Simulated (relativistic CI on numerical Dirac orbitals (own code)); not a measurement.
Rh⁺: 4p photoemission

Computed with this model: Dirac-Coulomb-Breit CI, orbitals from a KLI potential per configuration, model QED, valence Slater integrals scaled by 0.7, multiplet model of photoemission in the sudden approximation; configurations [Kr] 4d8 → [Ar] 3d10 4s2 4p5 4d8; 80 K; Lorentzian 1.2 eV and Gaussian 0.6 eV FWHM. Energies are those of the free ion, without screening or charge transfer. The energies are binding energies and can lie tens of eV above those of solids. S is read from ⟨S²⟩ = S(S + 1).

Field parameters in Wybourne normalisation: Oh B⁴₀ = 21Dq, B⁴₄ = √(5/14) B⁴₀. The field is a parameter set, without covalency.

Peaks in eV (height, largest 100): 64.0 (100), 68.6 (63), 70.6 (36), 72.2 (37), 74.4 (32).

**Question.** Which surroundings give this spectrum?
A. Oh, 10Dq = 3450 cm⁻¹
B. Oh, 10Dq = 21650 cm⁻¹
C. free ion
D. Oh, 10Dq = 9500 cm⁻¹

**Answer.** D. Oh, 10Dq = 9500 cm⁻¹, where the ground state has S = 1.00.
